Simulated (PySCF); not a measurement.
Computed IR spectrum (relative IR intensity) of a molecule C2H8BNO. Geometry: PBE-D3(BJ)/def2-SVP. One conformer was computed; it need not be the lowest. All values below come from PBE-D3(BJ)/def2-SVP (PySCF). Harmonic, unscaled wavenumbers; measured fundamentals usually lie a few per cent lower.

Lines under 2 % of the strongest are left out, and lines within 2 cm⁻¹ are merged.

ν (cm⁻¹): 389 (m), 392 (m), 584 (w), 887 (w), 909 (vw), 1021 (w), 1103 (w), 1128 (w), 1207 (m), 1278 (vw), 1323 (m), 1352 (s), 1405 (w), 1408 (m), 1422 (w), 1446 (w), 1544 (vs), 2505 (m), 2941 (m), 2972 (w), 2994 (w), 3066 (w), 3070 (w), 3530 (w), 3648 (w) (against the strongest line: vs over 80 %, s over 45 %, m over 15 %, w over 4 %, vw less)

**Question.** Identify the compound among the candidates.
(A) CNB(C)O
(B) CCOBN
(C) CNBOC
(D) CCB(N)O

**Answer.** B, CCOBN
